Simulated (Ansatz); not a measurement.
Breaking a bond: W(F)6, SMILES [F][W]([F])([F])([F])([F])[F] (F₆W). The W1–F7 bond (W1 also carries F, F, F, F, F; F7 carries nothing else) is varied alone, starting from the PBE0/def2-TZVP, def2 effective core potentials past Kr optimised geometry.

RKS-PBE = restricted PBE/def2-TZVP, def2 effective core potentials past Kr in Ansatz (a quantum-chemistry and plane-wave program); UKS-PBE = unrestricted PBE/def2-TZVP, def2 effective core potentials past Kr in Ansatz; RKS-PBE0 = restricted PBE0/def2-TZVP, def2 effective core potentials past Kr (Ansatz); UKS-PBE0 = unrestricted PBE0/def2-TZVP, def2 effective core potentials past Kr run with Ansatz.

Energies relative to the lowest point of each curve near equilibrium, in kJ/mol; the last columns give the difference from UKS-PBE0:

| R / Å | RKS-PBE | UKS-PBE | RKS-PBE0 | UKS-PBE0 | RKS-PBE − UKS-PBE0 | UKS-PBE − UKS-PBE0 | RKS-PBE0 − UKS-PBE0 |
|---|---|---|---|---|---|---|---|
| 1.52 | 320.9 | 320.9 | 287.6 | 287.6 | 33.3 | 33.3 | 0.0 |
| 1.61 | 145.2 | 145.2 | 122.1 | 122.1 | 23.1 | 23.1 | 0.0 |
| 1.73 | 31.3 | 31.3 | 20.8 | 20.8 | 10.4 | 10.4 | 0.0 |
| 1.78 | 10.6 | 10.6 | 5.1 | 5.1 | 5.5 | 5.5 | 0.0 |
| 1.83 | 0.8 | 0.8 | 0.0 | 0.0 | 0.8 | 0.8 | 0.0 |
| 1.89 | 0.0 | 0.0 | 4.6 | 4.6 | -4.6 | -4.6 | 0.0 |
| 1.97 | 12.2 | 12.2 | 23.5 | 23.5 | -11.3 | -11.3 | 0.0 |
| 2.06 | 37.8 | 37.8 | 56.1 | 56.1 | -18.3 | -18.3 | 0.0 |
| 2.24 | 107.2 | 107.2 | 137.8 | 137.8 | -30.6 | -30.6 | 0.0 |
| 2.44 | 191.0 | 191.0 | 233.4 | 233.4 | -42.4 | -42.4 | 0.0 |
| 2.70 | 291.0 | 291.0 | 347.0 | 347.0 | -56.0 | -56.0 | 0.0 |
| 2.97 | 375.4 | 375.4 | 445.0 | 445.0 | -69.5 | -69.5 | 0.0 |
| 3.43 | 474.4 | 469.0 | 566.1 | 526.1 | -51.7 | -57.1 | 40.0 |
| 3.84 | 527.3 | 512.4 | 632.1 | 550.9 | -23.6 | -38.5 | 81.2 |
| 4.46 | 571.5 | 544.4 | 683.6 | 565.8 | 5.7 | -21.4 | 117.8 |
| 5.26 | 598.3 | 562.7 | 715.9 | 572.6 | 25.7 | -9.9 | 143.3 |

RKS-PBE is furthest from UKS-PBE0 at 2.97 (-69.5 kJ/mol, below); its mean absolute difference over the points is 25.8 kJ/mol.

UKS-PBE is furthest from UKS-PBE0 at 2.97 (-69.5 kJ/mol, below); its mean absolute difference over the points is 27.0 kJ/mol.

RKS-PBE0 is furthest from UKS-PBE0 at 5.26 (143.3 kJ/mol, above); its mean absolute difference over the points is 23.9 kJ/mol.

The restricted form behind RKS-PBE, RKS-PBE0 keeps the bonding electrons paired and can't separate into open-shell fragments. The unrestricted determinant behind UKS-PBE is spin-contaminated at 3.43 to 5.26 Å (<S²> up to 0.7, against 0.00 for a pure singlet). The unrestricted determinant behind UKS-PBE0 is spin-contaminated at 3.43 to 5.26 Å (<S²> up to 0.9, against 0.00 for a pure singlet).
